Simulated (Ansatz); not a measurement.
Start from `C[B](F)[SnH3]` and change one atom or group to get `CBB(C)F`.

Ansatz, PBE0-D4/def2-TZVP geometries, multiplicity 1. Each molecule was computed in one conformer, which needn't be the lowest.

Elements past krypton have def2 core potentials.

```json
{"property": "LUMO energy (B3LYP/def2-TZVPP) / eV", "`C[B](F)[SnH3]`": "-1.46"}
{"property": "size of the dipole moment (ωB97M-V/def2-TZVPP) / D", "`C[B](F)[SnH3]`": "1.57"}
{"property": "HOMO–LUMO gap (PBE0/def2-TZVPP) / eV", "`C[B](F)[SnH3]`": "6.34"}
{"property": "HOMO energy (PBE0/def2-TZVPP) / eV", "`C[B](F)[SnH3]`": "-7.59"}
{"property": "HOMO energy (ωB97M-V/def2-TZVPP) / eV", "`C[B](F)[SnH3]`": "-9.70"}
{"property": "HOMO energy (B3LYP/def2-TZVPP) / eV", "`C[B](F)[SnH3]`": "-7.41"}
```

(1) What does the change do to each property? (Estimate.)

Answers

(1) The calculation gave: 
```csv
property,`CBB(C)F`,shift
LUMO energy (B3LYP/def2-TZVPP) / eV,-1.51,-0.05
size of the dipole moment (ωB97M-V/def2-TZVPP) / D,1.51,-0.06
HOMO–LUMO gap (PBE0/def2-TZVPP) / eV,6.29,-0.05
HOMO energy (PBE0/def2-TZVPP) / eV,-7.58,0.01
HOMO energy (ωB97M-V/def2-TZVPP) / eV,-9.85,-0.15
HOMO energy (B3LYP/def2-TZVPP) / eV,-7.41,0.00
```

Dipoles are sizes alone; their direction can turn.

B3LYP here is the variant with VWN-RPA as its local correlation; programs differ in this.
